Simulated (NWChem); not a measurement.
System: SiNH₂F₃; SMILES N[Si](F)(F)F

Here is an NWChem input.

```
start job
memory heap 200 mb stack 900 mb global 1100 mb
geometry units angstroms noautosym nocenter noautoz
  N     -0.007139    -1.627554     0.427762
  Si     0.000020    -0.001413    -0.001068
  F     -1.308301     0.334488    -0.858051
  F      1.314591     0.324655    -0.852248
  F      0.001188     1.051019     1.210144
  H     -0.851856    -2.089670     0.740339
  H      0.832313    -2.096495     0.744216
end
basis spherical
  N library pcsseg-1
  Si library pcsseg-1
  F library pcsseg-1
  H library pcsseg-1
end
dft
  xc xpbe96 cpbe96
  iterations 150
end
property
  shielding 5 1 2 3 5 6
  efieldgrad
end
task dft property
```

Parts of the log:

```
             Northwest Computational Chemistry Package (NWChem) 7.3.0
             --------------------------------------------------------

                             Geometry "geometry" -> ""
                             -------------------------

 Output coordinates in angstroms (scale by  1.889725989 to convert to a.u.)

  No.       Tag          Charge          X              Y              Z
 ---- ---------------- ---------- -------------- -------------- --------------
    1 N                    7.0000    -0.00713900    -1.62755400     0.42776200
    2 Si                  14.0000     0.00002000    -0.00141300    -0.00106800
    3 F                    9.0000    -1.30830100     0.33448800    -0.85805100
    4 F                    9.0000     1.31459100     0.32465500    -0.85224800
    5 F                    9.0000     0.00118800     1.05101900     1.21014400
    6 H                    1.0000    -0.85185600    -2.08967000     0.74033900
    7 H                    1.0000     0.83231300    -2.09649500     0.74421600

 Effective nuclear repulsion energy (a.u.)     265.1531890294

  pbe96 is a nonlocal functional; adding pw91lda local functional.
                              NWChem Property Module
                              ----------------------

  itol2e modified to match energy
  convergence criterion.

                                 NWChem DFT Module
                                 -----------------

 Summary of "ao basis" -> "ao basis" (spherical)
 ------------------------------------------------------------------------------
       Tag                 Description            Shells   Functions and Types
 ---------------- ------------------------------  ------  ---------------------
 N                          pcsseg-1                 7       17   3s3p1d
 Si                         pcsseg-1                10       24   4s5p1d
 F                          pcsseg-1                 7       17   3s3p1d
 H                          pcsseg-1                 3        5   2s1p

  itol2e modified to match energy
  convergence criterion.

[...]

          -----------------------------------------
          Chemical Shielding Tensors (GIAO, in ppm)
          -----------------------------------------

                                NWChem CPHF Module
                                ------------------

  scftype          =     RHF
  nclosed          =       25
  nopen            =        0
  variables        =     1925
  # of vectors     =        3
  tolerance        = 0.10D-03
  level shift      = 0.00D+00
  max iterations   =       50
  max subspace     =       30

 SCF residual:    2.4102853839542195E-005

Iterative solution of linear equations
  No. of variables     1925
  No. of equations        3
  Maximum subspace       30
        Iterations       50
       Convergence  1.0D-04

   iter   nsub   residual    time
   ----  ------  --------  ---------
     1      3    6.04D-06      34.1

      Atom:    1  N
        Diamagnetic
    321.3327      0.0574     -0.0014
      0.0574    330.8640    -10.3025
     -0.0014    -10.3025    304.3788

        Paramagnetic
    -74.0585      0.0745     -0.0422
      0.0745    -63.9853    -13.0526
     -0.0422    -13.0526    -78.4634

        Total Shielding Tensor
    247.2742      0.1319     -0.0435
      0.1319    266.8787    -23.3551
     -0.0435    -23.3551    225.9154

           isotropic =     246.6894
          anisotropy =      46.1581

          Principal Components and Axis System
                 1           2           3
              277.4615    247.2735    215.3333

      1         0.0046      1.0000     -0.0005
      2         0.9109     -0.0040      0.4127
      3        -0.4127      0.0023      0.9109

      Atom:    2  Si
        Diamagnetic
    883.3125     -0.0066      0.0052
     -0.0066    881.6224      0.1976
      0.0052      0.1976    881.2455

        Paramagnetic
   -498.8488      0.2153     -0.1283
      0.2153   -454.2680    -16.7541
     -0.1283    -16.7541   -471.4836

        Total Shielding Tensor
    384.4637      0.2087     -0.1231
      0.2087    427.3544    -16.5565
     -0.1231    -16.5565    409.7619

           isotropic =     407.1933
          anisotropy =      45.1711

          Principal Components and Axis System
                 1           2           3
              437.3074    399.8100    384.4626

      1         0.0046      0.0001      1.0000
      2         0.8571      0.5152     -0.0040
      3        -0.5152      0.8571      0.0023

      Atom:    3  F
        Diamagnetic
    480.5087     -5.4063     13.7844
     -5.4063    461.3312     -3.8385
     13.7844     -3.8385    468.7992

        Paramagnetic
   -120.0683    -19.3955     38.8133
    -19.3955   -182.4646    -14.9252
     38.8133    -14.9252   -151.8593

        Total Shielding Tensor
    360.4404    -24.8019     52.5977
    -24.8019    278.8665    -18.7637
     52.5977    -18.7637    316.9398

           isotropic =     318.7489
          anisotropy =     126.9053

          Principal Components and Axis System
                 1           2           3
              403.3524    282.0542    270.8401

      1         0.8046     -0.5836      0.1099
      2        -0.2420     -0.1533      0.9581
      3         0.5423      0.7974      0.2646

      Atom:    4  F
        Diamagnetic
    460.5788      0.0134      0.0184
      0.0134    473.5555     15.3506
      0.0184     15.3506    477.6781

        Paramagnetic
   -190.3571      0.0195      0.1306
      0.0195   -152.0879     54.8391
      0.1306     54.8391   -159.3797

[...]
```

Level: PBE/pcSseg-1, GIAO. Coordinates come from a PBE0/def2-SVP optimisation. NWChem prints the field gradient with the sign opposite to the second derivative of the potential. The output numbers the shielded atoms by their place in the input's list. The printed shielding anisotropy is the first printed principal value minus the mean of the other two.
